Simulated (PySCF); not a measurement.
Lowest empty level (eV) of eight silicon and germanium compounds: PBE beside r2SCAN, computed with PySCF for isolated molecules in the bases named; differences from unrounded values. The eight are the first of their class met in an unordered collection, after screening for sound electronic states; none was chosen by its value. Each molecule has one DFT geometry for both levels.

| molecule | basis | r2SCAN | PBE | difference |
|---|---|---|---|---|
| Si(Cl)3(OSiH3) (Cl₃H₃OSi₂), SMILES [SiH3]O[Si](Cl)(Cl)Cl | def2-TZVP | -0.98 | -1.39 | -0.41 |
| C₅H₆Si, SMILES CC#C[SiH2]C#C | def2-TZVP | -0.96 | -1.19 | -0.23 |
| C₂H₇NOSi₂, SMILES C[SiH2][SiH2]OC#N | def2-TZVP | -1.91 | [?] | [?] |
| CH6OSSi, SMILES CS[SiH2]O | def2-TZVP | -0.69 | [?] | [?] |
| BH₆NO₂Si, SMILES OB(O)N[SiH3] | def2-TZVP | -0.09 | -0.69 | -0.61 |
| 2-chlorosilylpropan-2-ol (C₃H₉ClOSi), SMILES CC(C)(O)[SiH2]Cl | def2-TZVP | -0.57 | -0.93 | -0.36 |
| C₂H₉NSi₃, SMILES N#C[C@H]([SiH3])[SiH2][SiH3] | def2-TZVP | -1.15 | [?] | [?] |
| CH₈FNOSi₂, SMILES C[SiH2]N[Si@H](O)F | def2-TZVP | 0.23 | -0.30 | -0.53 |

Task: Some entries are withheld; supply them. (The exact figures need the calculation; the answer reports its results.)

Result: 
- C₂H₇NOSi₂, SMILES C[SiH2][SiH2]OC#N, PBE: -2.18
- C₂H₇NOSi₂, SMILES C[SiH2][SiH2]OC#N, difference: -0.27
- C₂H₉NSi₃, SMILES N#C[C@H]([SiH3])[SiH2][SiH3], PBE: -1.42
- C₂H₉NSi₃, SMILES N#C[C@H]([SiH3])[SiH2][SiH3], difference: -0.27
- CH6OSSi, SMILES CS[SiH2]O, PBE: -1.05
- CH6OSSi, SMILES CS[SiH2]O, difference: -0.36

PBE lies below r2SCAN in 8 and above it in 0 of the eight; the mean signed difference is -0.38 and the largest -0.61 eV.
